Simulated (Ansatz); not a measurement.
```xyz
3

F    -0.3301   -0.7953    1.5063
H     0.0496    0.2037   -0.3619
F     0.2340    0.6078   -1.1459
```

Basis set: def2-SVP (spherical functions). Correlated methods keep 2 orbitals frozen. Charge 0, multiplicity 2.

Computed with Ansatz (development build ahead of 0.2.0); each method stands on the lowest determinant of its kind that the runs found.

The atomization energy at this shape (free ground-state atoms in the same class of orbitals less the molecule, no zero-point energy) of doublet HF₂:

| method | atomization energy |
| --- | --- |
| UHF | 4.14 eV |

Problem. What does UHF-MP2 give?

Solution. 5.81 eV.
